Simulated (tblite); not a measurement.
Species: C4H3F4O2 (doublet state).
Numbering: `[CH3:1][O:2]/[C:3]([F:4])=[C:5]\[O:6][C:7]([F:8])([F:9])[F:10]` (hydrogens: H11, H12, H13 on C1)

Computed geometry: GFN2-xTB, gas phase. This method treats the open shell by occupation alone, without spin polarisation.

(1) Give the optimised bond lengths and angles.

## Answers

(1) 
```tsv
bond	length (Å)	order
C1–O2	1.420	single
O2–C3	1.334	single
C3–F4	1.342	single
C3=C5	1.340	double
C5–O6	1.339	single
O6–C7	1.345	single
C7–F8, C7–F10	1.330	single
C7–F9	1.338	single
C1–H11, C1–H12, C1–H13	1.091	single
```

Bonds in one row agree within 0.01 Å and their mean is given. Orders are formal, as drawn. A selection of angles:
```tsv
angle	degrees
O2–C1–H11	105.4
O2–C1–H12	110.7
H11–C1–H12	109.9
C1–O2–C3	118.8
O2–C3–F4	114.8
O2–C3–C5	125.5
F4–C3–C5	118.4
C3–C5–O6	129.1
C5–O6–C7	121.3
O6–C7–F8	113.8
O6–C7–F10	109.0
F8–C7–F9	106.7
```

Dihedral angles: C1–O2–C3–F4 17° (synperiplanar); O2–C3–C5–O6 -25° (synperiplanar); C3–C5–O6–C7 -21° (synperiplanar); C5–O6–C7–F8 -39° (synclinal). The mirror-image conformer, all signs reversed, is as good.

Of the pairs four or more bonds apart, C3···F8 is among the closest relative to their van der Waals radii: 2.85 Å, 90 % of the sum of Bondi's values. O6 (oxygen bonded to 2 C) is bent (angle 121.3°). The 4 C–O bonds span 1.334 Å (O2–C3, drawn single) to 1.420 Å (C1–O2, drawn single), a spread of 0.086 Å. C3 (carbon bonded to C, F and O) is almost planar (angles 125.5°, 118.4° and 114.8°, sum 358.7°, 0.09 Å off the plane of its three neighbours). C5 (carbon bonded to C and O) is bent (angle 129.1°).

Point group: C1 (no symmetry element, even within 0.4 Å). Its GFN2-xTB frequencies are all real (lowest 50 cm⁻¹).
